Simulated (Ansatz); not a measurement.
(H2In-mu-AsH2)2 (In2As2H8). Charge 0, multiplicity 1. Geometry PBE0-D4/def2-SVP.

Cartesian coordinates in Å:
```
In -0.8880 -1.7083 0.8154
H -1.9525 -2.5546 -0.2418
H -0.4434 -2.0547 2.4430
As -1.3466 0.9734 0.5741
In 0.8909 1.7093 -0.8102
H 1.9542 2.5507 0.2521
H 0.4504 2.0616 -2.4377
As 1.3455 -0.9738 -0.5761
H -1.5593 1.7035 1.8780
H -2.6521 1.3362 -0.0913
H 1.5464 -1.7001 -1.8841
H 2.6546 -1.3431 0.0786
```

In the def2 sets In takes a core potential, while STO-3G treats all electrons; there is no spin–orbit coupling. LC-ωPBE has ω = 0.4 bohr⁻¹.

(1) Estimate the orbital energies around the gap (eV) in Ansatz with HF/STO-3G, r2SCAN-D4/def2-TZVP, B97M-V/def2-TZVP, PBE0-D4/def2-SVP, LC-ωPBE/def2-TZVP.

Answers

(1) 
```csv
orbital,HF/STO-3G,r2SCAN-D4/def2-TZVP,B97M-V/def2-TZVP,PBE0-D4/def2-SVP,LC-ωPBE/def2-TZVP
HOMO−13,-14.10,-18.99,-19.31,-20.97,-23.64
HOMO−12,-13.93,-18.99,-19.31,-20.96,-23.64
HOMO−11,-13.91,-16.65,-16.65,-17.97,-21.62
HOMO−10,-13.87,-16.14,-16.15,-17.42,-20.93
HOMO−9,-12.73,-11.11,-11.03,-12.14,-15.30
HOMO−8,-12.59,-10.84,-10.71,-11.85,-15.14
HOMO−7,-12.42,-10.09,-10.15,-11.02,-13.87
HOMO−6,-11.77,-9.95,-10.01,-10.87,-13.68
HOMO−5,-9.37,-8.53,-8.55,-9.37,-12.15
HOMO−4,-8.63,-7.67,-7.80,-8.44,-11.04
HOMO−3,-8.63,-7.42,-7.48,-8.23,-10.98
HOMO−2,-8.60,-7.40,-7.47,-8.20,-10.94
HOMO−1,-7.08,-6.54,-6.60,-7.23,-9.65
HOMO,-6.85,-6.29,-6.37,-6.99,-9.45
LUMO,8.13,-1.37,-1.58,-0.91,0.72
LUMO+1,10.00,-1.36,-1.53,-0.61,1.34
LUMO+2,10.10,-0.93,-1.13,-0.33,1.44
LUMO+3,10.23,-0.79,-0.80,0.01,1.51
LUMO+4,10.53,-0.35,-0.50,0.54,2.26
LUMO+5,11.62,0.26,0.10,0.96,2.36
```
